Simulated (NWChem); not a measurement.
System: diboron tetrachloride (B2Cl4); SMILES ClB(Cl)B(Cl)Cl

NWChem input:

```
start job
memory heap 200 mb stack 900 mb global 1100 mb
geometry units angstroms noautoz
  Cl    -1.093199     1.733105     1.038435
  B      0.000000     0.848362     0.000000
  Cl     1.093199     1.733105    -1.038435
  B      0.000000    -0.848362     0.000000
  Cl    -1.093199    -1.733105    -1.038435
  Cl     1.093199    -1.733105     1.038435
end
basis spherical
  * library def2-svp
end
dft
  xc b3lyp
  iterations 150
  mulliken
end
task dft energy
```

Geometry: optimised at PBE0/def2-SVP.

**Question.** Give the results of this calculation. (B3LYP/def2-SVP.) Quantities: basis functions; energy (Ha); highest occupied level (eV); orbital gap (eV).

**Answer.** 
```
Quantity                       Result
---------------------------  --------
number of basis functions         100
energy (Ha)                  -1890.10
highest occupied level (eV)     -8.01
orbital gap (eV)                 6.14
```
